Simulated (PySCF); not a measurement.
Vertical excitations of a molecule C3H8O2Si from PySCF with TDDFT-PBE/def2-SVPD, as energy in eV (oscillator strength): 3.00 (0.001), 3.64 (0.001), 4.85 (0.011), 5.18 (0.001), 5.41 (0.031), 5.81 (0.006), 5.83 (0.001), 5.95 (0.003), 6.02 (0.027), 6.09 (0.022). Lowest triplet (TDA): 2.33 eV. Geometry optimised at B3LYP-D3(BJ)/def2-SVP. Other conformers were not sampled.

Pick the molecule that these values belong to.
(A) O[SiH2]OC1CC1
(B) COC[SiH2]C=O
(C) COC(=O)C[SiH3]
(D) O[SiH2][C@H]1CCO1

B, COC[SiH2]C=O
